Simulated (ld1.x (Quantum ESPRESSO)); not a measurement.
**What the settings do to the ultrasoft potential of Gd**

Base potential:

```json
{
  "Element": "gadolinium",
  "Generator": "ld1.x (Quantum ESPRESSO) 7.5",
  "Type": "ultrasoft",
  "Functional": "LDA (PZ)",
  "Relativity": "scalar-relativistic",
  "Frozen core": "[Kr] 4d10",
  "Valence charge": "18",
  "Reference configuration": "4f7 5s2 5p6 5d1 6s2 6p0",
  "Partial waves": "5s (bound): rcut 2.00, rcutus 2.20 bohr; 6s (bound): rcut 2.00, rcutus 2.20 bohr; 5p (bound): rcut 2.30, rcutus 2.70 bohr; 6p (bound, empty): rcut 2.30, rcutus 2.70 bohr; 5d (bound): rcut 2.90, rcutus 3.90 bohr; 5d channel at 0.8 Ry: rcut 2.90, rcutus 3.90 bohr; 4f (bound): rcut 0.90, rcutus 1.10 bohr; 4f channel at 0.65 Ry: rcut 0.90, rcutus 1.10 bohr",
  "Local potential": "all-electron potential smoothed inside 0.90 bohr (lloc = -2)",
  "Core correction": "Bessel-smoothed model core, default radius (core density twice the valence density)",
  "Augmentation charge": "PSQ, radius 0.80 bohr"
}
```

Cutoffs, loose and tight: the cutoffs (Ry, on a coarse ladder) from which the occupation-weighted sum of valence levels, in a spherical-Bessel basis at the reference potential, stays within 10 and 1 mRy of its value at 400 Ry. They do not see the model core or the augmentation charge, which bear on the density cutoff. Test errors are all-electron minus pseudo excitation energies from the reference, over the configurations 4f7 5s2 5p6 5d1 6s1 6p0; 4f7 5s2 5p6 5d1 6s0 6p0; 4f7 5s2 5p6 5d0 6s0 6p0; 4f6 5s2 5p6 5d0 6s0 6p0; 4f8 5s2 5p6 5d0 6s2 6p0; 4f7 5s1 5p6 5d1 6s2 6p0; 4f7 5s2 5p6 5d1 6s1.5 6p0 (two spin-polarised tests are not counted in the largest error). A dash means not determined; rows that change the core or the reference have their own tests. The largest error is taken over the tests solved by every variant that gives reliable tests at all: 4f7 5s2 5p6 5d0 6s0 6p0; 4f7 5s2 5p6 5d1 6s0 6p0; 4f7 5s2 5p6 5d1 6s1 6p0.

A true bound ghost makes a file unfit for plane-wave use even where its test errors are small: the radial tests pick states by their node count and pass the ghost by. Where a test does run into it, the solver fails or the error is huge.

Cutoffs are not given where the Bessel-basis levels miss the radial ones by over 6 mRy, ghosts where they miss by over 20 mRy; a channel whose overlap is not positive is not tested.

The default core radius of the base comes out at 0.83 bohr.

A file whose overlap is not positive is unfit for use, and its test errors describe a broken file.

```csv
change,outcome,bound ghosts,largest test error (meV)
base,"generated, overlap not positive","s (p not tested, overlap not positive)",-114
core correction none,"generated, overlap not positive","s (p not tested, overlap not positive)",-106
core correction Bessel-smoothed model core inside 0.56 bohr,"generated, overlap not positive","s (p not tested, overlap not positive)",-113
core correction Bessel-smoothed model core inside 0.78 bohr,"generated, overlap not positive","s (p not tested, overlap not positive)",-114
core correction Bessel-smoothed model core inside 0.90 bohr,"generated, overlap not positive","s (p not tested, overlap not positive)",-113
core correction Bessel-smoothed model core inside 1.12 bohr,"generated, overlap not positive","s (p not tested, overlap not positive)",-112
core correction Bessel-smoothed model core inside 1.24 bohr,"generated, overlap not positive","s (p not tested, overlap not positive)",-111
```
